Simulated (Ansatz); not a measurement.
`[CH3][SnH]([SiH3])[Cl]` + NH₃ → `[CH3][SnH]([NH2])[Cl]` + SiH₄ at 500 K and 1 bar (cleavage of the Sn–Si bond).

Gas-phase electronic energies from Ansatz, PBE0-D4/def2-TZVP geometries. CCSD(T)/CBS adds triple-zeta CCSD(T) − MP2 to the extrapolated MP2 energy (def2 sets, frozen cores). This one scheme is used for every species. Elements past krypton have def2 core potentials. For Sn outer-core shells are correlated without core-valence functions, which leaves a few kJ/mol of doubt a bond. Each species was taken in one conformer, which may not be the lowest.

```csv
species,CCSD(T)/CBS energy (Eh),H − E (kJ/mol),S (J/(mol·K))
`[CH3][SnH]([SiH3])[Cl]`,-1005.19396,235.2,473.0
NH₃,-56.50880,108.2,211.8
`[CH3][SnH]([NH2])[Cl]`,-770.22867,231.1,443.5
SiH₄,-291.46306,102.4,230.9
```

H − E and S are ideal-gas, rigid-rotor, harmonic terms from PBE0-D4/def2-TZVP, for one conformer and one mirror image of each species. 1 Eh = 2625.50 kJ/mol, R = 8.31446 J/(mol·K).

Problem. By hand: ΔE, ΔH, ΔS and ΔG.

Solution. ΔE = (-770.22867) + (-291.46306) − (-1005.19396) − (-56.50880) = 0.01103 Eh = 29.0 kJ/mol. Δ(H − E) = 231.1 + 102.4 − 235.2 − 108.2 = -9.9, so ΔH = 19.1 kJ/mol. ΔS = 443.5 + 230.9 − 473.0 − 211.8 = -10.4 J/(mol·K). ΔG = 19.1 − 500 × (-10.4)/1000 = 24.3 kJ/mol.

Problem. By hand: the equilibrium constant, and the temperature at which ΔG would vanish if ΔH and ΔS stayed fixed.

Solution. log₁₀ K = −ΔG/(RT ln 10) = -2.5. ΔH and −TΔS have one sign here, so there is no such temperature.

The number of gas molecules stays the same, so ΔS is small and ΔH decides. A doubt of 5 kJ/mol in ΔE shifts log₁₀ K by 0.5 here. Other conformers and mirror images would add mixing entropy, several J/(mol·K) or more a flexible species. These are equilibria of isolated gas molecules and say nothing of rates. Largest T1 diagnostic: 0.011 (customary marks: 0.02 for closed shells, 0.045 for open ones).

ΔS is within the doubt of such terms, so its sign, and with it that verdict, could turn.
